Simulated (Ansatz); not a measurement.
Process, species as SMILES: CC/C=C(\C)CC [(E)-3-methylhex-3-ene] → [CH2]C/C=C(\C)CC + H atom (the C-H bond at the site shown breaks; other sites are not compared here)
Structures are relaxed separately at B3LYP-D3(BJ)/def2-TZVP in Ansatz (a quantum-chemistry and plane-wave program), one conformer each, not searched for the lowest. Frequencies are from Ansatz.
Geometry of the first species:
```
C
C 1 1.3348
H 2 1.0884 1 117.08
C 2 1.4987 3 114.35 1 178.83
H 4 1.0905 2 111.20 3 173.10
H 4 1.0958 5 106.08 2 118.12
C 1 1.5040 2 124.30 3 179.08
H 7 1.0875 1 112.88 2 -9.77
H 7 1.0935 8 107.65 5 -104.27
H 7 1.0941 8 107.96 9 -114.72
C 1 1.5092 2 120.39 3 -1.14
H 11 1.0920 1 109.15 2 7.12
H 11 1.0965 12 106.67 1 -117.69
C 11 1.5331 12 109.24 13 -117.29
H 14 1.0911 11 111.75 12 175.78
H 14 1.0915 15 107.54 11 121.74
H 14 1.0919 15 107.88 16 116.38
C 4 1.5332 5 109.56 6 117.17
H 18 1.0916 4 110.72 5 61.35
H 18 1.0919 19 108.26 4 122.19
H 18 1.0923 19 107.60 20 116.37
```
Charge 0, spin multiplicity 1.

Wanted: bond dissociation energy (enthalpy at 298 K, with B3LYP-D3(BJ) rigid-rotor harmonic-oscillator terms), in kJ/mol. Correlated levels leave the core frozen unless marked. UHF or UKS for open shells. Spin-orbit coupling is left out. No relativistic terms. Basis-set limits of correlation are two-point, X^-3; Hartree-Fock from the larger set. [CCSD(T)-MP2]/basis is that difference in the basis named.

```
level                      program  bond dissociation energy (kJ/mol)
------------------  --------------  ---------------------------------
HF/6-31G                    Ansatz                              312.4
BLYP-D4/def2-TZVPD  Ansatz + dftd4                              409.4
```

### Question
Estimate the value at RI-MP2/CBS(cc-pVTZ,cc-pVQZ)+[CCSD(T)-MP2]/cc-pVTZ as computed with Ansatz.

### Answer
427.4 kJ/mol
